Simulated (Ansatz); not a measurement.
Reaction (ligand exchange at a Ga–N bond): `B[NH][GaH][CH3]` + H–F → `[CH3][GaH][F]` + `BN`

Calculated with Ansatz (gas phase, PBE0-D4/def2-TZVP geometries, no zero-point term in ΔE). CCSD(T)/CBS is the MP2 limit (def2-TZVPP, def2-QZVPP) plus CCSD(T) − MP2 in def2-TZVPP, frozen cores. This one scheme is used for every species. Functionals use def2-TZVPP. B3LYP here is the variant with VWN-RPA as its local correlation; programs differ in this. HSE06 is defined as in plane-wave codes. For Ga outer-core shells are correlated without core-valence functions, which leaves a few kJ/mol of doubt a bond. Scalar relativity is left out up to krypton. Each species was taken in one conformer, which may not be the lowest.

Task: Is it downhill or uphill in electronic energy at CCSD(T)/CBS, and by how much? (An estimate is asked.)

Result: Computed: Downhill: ΔE = -53.4 kJ/mol.

Task: What do these levels give: r2SCAN0-D4, HSE06-D4, ωB97X-V, B2PLYP, BLYP, B3LYP, RPA@PBE/def2-TZVPP, HF/def2-SVP, MP2/def2-SVP, CCSD/def2-SVP, SCS-MP2/def2-TZVPP, CCSD/def2-TZVPP? (Best estimate.)

Result: Computed: r2SCAN0-D4 -66.3, HSE06-D4 -62.8, ωB97X-V -69.7, B2PLYP -70.6, BLYP -84.1, B3LYP -78.8, RPA@PBE/def2-TZVPP -55.9, HF/def2-SVP -84.1, MP2/def2-SVP -70.9, CCSD/def2-SVP -75.1, SCS-MP2/def2-TZVPP -59.2, CCSD/def2-TZVPP -58.6 kJ/mol.

Largest T1 diagnostic among the species: 0.013.

From PBE to PBE0 (25 % exact exchange), in def2-TZVPP and without D4, ΔE moves by +4.9 kJ/mol. In def2-TZVPP, CCSD(T) changes the Hartree–Fock value by +21.7 kJ/mol (the triples alone add +2.4 kJ/mol) and MP2 by +24.8 kJ/mol. The D4 term adds +9.9 kJ/mol with B3LYP and +5.5 kJ/mol with PBE0; it sums over pairs of atoms, weighted by their polarisabilities, and B3LYP, whose exchange is more repulsive, gets the larger term.
